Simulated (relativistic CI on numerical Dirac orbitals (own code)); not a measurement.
d1 in a ligand field

Computed with a parametric ligand-field model of a d^n configuration (Racah B and C, spin-orbit zeta, crystal field), exact diagonalisation.

Field parameters in Wybourne normalisation: Oh B⁴₀ = 21Dq, B⁴₄ = √(5/14) B⁴₀. The field is a parameter set, without covalency.

B = 500 cm⁻¹, C = 2290 cm⁻¹ (C/B = 4.58), Oh, no spin-orbit coupling. Tanabe-Sugano data, E/B above the lowest term (Δ = |10Dq|; b, c mark the second and third term of a kind):

```csv
Δ/B,2T2,2E
1.0,0.00,1.00
5.0,0.00,5.00
9.0,0.00,9.00
13.0,0.00,13.00
17.0,0.00,17.00
21.0,0.00,21.00
25.0,0.00,25.00
29.0,0.00,29.00
33.0,0.00,33.00
37.0,0.00,37.00
41.0,0.00,41.00
45.0,0.00,45.00
```

The ground term stays 2T2.
